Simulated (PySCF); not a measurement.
**Structure from NMR data**

An unknown has the formula C3H10B3N3. Its calculated NMR data are:

$^{1}$H NMR (400 MHz, computed): δ 6.26 (m, 1H), 5.69 (br s, 2H), 5.44 (m, 1H), 5.02 (m, 1H), 4.79 (br, 1H), 4.67 (br, 2H), 4.01 (d, 2H).

$^{13}$C{$^{1}$H} NMR (computed): δ 150.4 (CH), 121.1 (CH2), 56.8 (CH2).

Theoretical values (PySCF 2.14): GIAO PBE0/pcSseg-1 shieldings, geometry: PBE0-D3(BJ)/def2-SVP. Single conformer, no solvent model, fast rotation and ring inversion assumed for equivalent nuclei, non-relativistic Hamiltonian.

References, each an isolated molecule treated in the same way: $^{1}$H (σ = 31.27 ppm), $^{13}$C (σ = 184.41 ppm) against TMS.

Question: What is the structure?

Answer: 
1. 3 carbon signals for 3 carbons: no two carbons are equivalent.
2. Carbon types of the structure: 1 × CH, 2 × CH2, leaving 5 H on heteroatoms.
3. δC 150.4: alkene CH; as expected for a trigonal carbon in a double bond.
4. δC 121.1: terminal =CH2 carbon; an sp2 carbon of a C=C bond.
5. δC 56.8: allylic sp3 CH2 bonded to N; deshielded by the electronegative neighbour.
6. δH 6.26: hydrogen on an alkene CH; a vinylic proton, deshielded by the sp2 carbon and the C=C anisotropy.
7. δH 5.69: hydrogen on a nitrogen bonded to 2 B, in a 6-membered ring; labile proton, position sensitive to the medium.
8. δH 5.44, 5.02: hydrogen on a terminal =CH2 carbon; attached to an sp2 carbon and in the plane of the double bond.
9. δH 4.01: hydrogen on an allylic sp3 CH2 bonded to N; its carbon carries N, hence the downfield position.

Structure: `C=CCN1BNBNB1`.

This is the structure that produced the data.

The OH or NH signal is concentration- and solvent-dependent in practice; the value given is the gas-phase one. Hydrogens on boron are broadened and split by $^{11}$B (spin 3/2, 80 %) and 10B (spin 3). Shifts are as computed. Against solution values, carbons near 30 ppm lie about +2 ppm off and those near 130 ppm about +5 ppm. Of 1211 compounds with measured shifts, 218 miss one by over three times the rms of a fit or turn the order of signals round; such compounds aren't used in these exercises. Multiplicities follow the n + 1 count of equivalent neighbours, as no J values were calculated; m marks all less simple cases, F and P coupling included.
